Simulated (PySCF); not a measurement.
C4H4Cl2, SMILES ClC1=C(Cl)CC1.

Geometry optimised at PBE-D3(BJ)/def2-SVP.

These are PBE-D3(BJ)/def2-SVP run with PySCF values and carry that method's errors.

Frequencies are harmonic and unscaled.

```json
[
 {"mode": "1", "ν (cm⁻¹)": "146", "IR (km/mol)": "0.3", "moving atoms (share of kinetic energy)": "Cl 85 %, C 13 %"},
 {"mode": "2", "ν (cm⁻¹)": "188", "IR (km/mol)": "0.0", "moving atoms (share of kinetic energy)": "H 45 %, C 44 %, Cl 10 %"},
 {"mode": "3", "ν (cm⁻¹)": "230", "IR (km/mol)": "4.5", "moving atoms (share of kinetic energy)": "C 72 %, H 19 %, Cl 9 %"},
 {"mode": "4", "ν (cm⁻¹)": "347", "IR (km/mol)": "3.6", "moving atoms (share of kinetic energy)": "C 50 %, Cl 32 %, H 18 %"},
 {"mode": "5", "ν (cm⁻¹)": "491", "IR (km/mol)": "0.0", "moving atoms (share of kinetic energy)": "C 78 %, H 20 %"},
 {"mode": "6", "ν (cm⁻¹)": "520", "IR (km/mol)": "18.3", "moving atoms (share of kinetic energy)": "Cl 54 %, C 39 %"},
 {"mode": "7", "ν (cm⁻¹)": "535", "IR (km/mol)": "2.4", "moving atoms (share of kinetic energy)": "C 61 %, Cl 34 %"},
 {"mode": "8", "ν (cm⁻¹)": "804", "IR (km/mol)": "0.8", "moving atoms (share of kinetic energy)": "H 86 %, C 14 %"},
 {"mode": "9", "ν (cm⁻¹)": "894", "IR (km/mol)": "1.0", "moving atoms (share of kinetic energy)": "C 67 %, H 33 %"},
 {"mode": "10", "ν (cm⁻¹)": "916", "IR (km/mol)": "112.9", "moving atoms (share of kinetic energy)": "C 89 %"},
 {"mode": "11", "ν (cm⁻¹)": "993", "IR (km/mol)": "0.0", "moving atoms (share of kinetic energy)": "H 55 %, C 45 %"},
 {"mode": "12", "ν (cm⁻¹)": "1041", "IR (km/mol)": "0.2", "moving atoms (share of kinetic energy)": "H 86 %, C 14 %"},
 {"mode": "13", "ν (cm⁻¹)": "1082", "IR (km/mol)": "13.8", "moving atoms (share of kinetic energy)": "C 56 %, H 42 %"},
 {"mode": "14", "ν (cm⁻¹)": "1105", "IR (km/mol)": "0.0", "moving atoms (share of kinetic energy)": "H 86 %, C 14 %"},
 {"mode": "15", "ν (cm⁻¹)": "1116", "IR (km/mol)": "20.4", "moving atoms (share of kinetic energy)": "C 60 %, H 40 %"},
 {"mode": "16", "ν (cm⁻¹)": "1165", "IR (km/mol)": "12.6", "moving atoms (share of kinetic energy)": "C 63 %, H 35 %"},
 {"mode": "17", "ν (cm⁻¹)": "1228", "IR (km/mol)": "70.5", "moving atoms (share of kinetic energy)": "C 67 %, H 33 %"},
 {"mode": "18", "ν (cm⁻¹)": "1390", "IR (km/mol)": "0.4", "moving atoms (share of kinetic energy)": "H 92 %"},
 {"mode": "19", "ν (cm⁻¹)": "1411", "IR (km/mol)": "0.5", "moving atoms (share of kinetic energy)": "H 84 %, C 16 %"},
 {"mode": "20", "ν (cm⁻¹)": "1648", "IR (km/mol)": "58.6", "moving atoms (share of kinetic energy)": "C 97 %"},
 {"mode": "21", "ν (cm⁻¹)": "2988", "IR (km/mol)": "24.6", "moving atoms (share of kinetic energy)": "H 95 %"},
 {"mode": "22", "ν (cm⁻¹)": "2991", "IR (km/mol)": "30.8", "moving atoms (share of kinetic energy)": "H 95 %"},
 {"mode": "23", "ν (cm⁻¹)": "3048", "IR (km/mol)": "0.0", "moving atoms (share of kinetic energy)": "H 90 %, C 10 %"},
 {"mode": "24", "ν (cm⁻¹)": "3055", "IR (km/mol)": "20.2", "moving atoms (share of kinetic energy)": "H 90 %, C 10 %"}
]
```
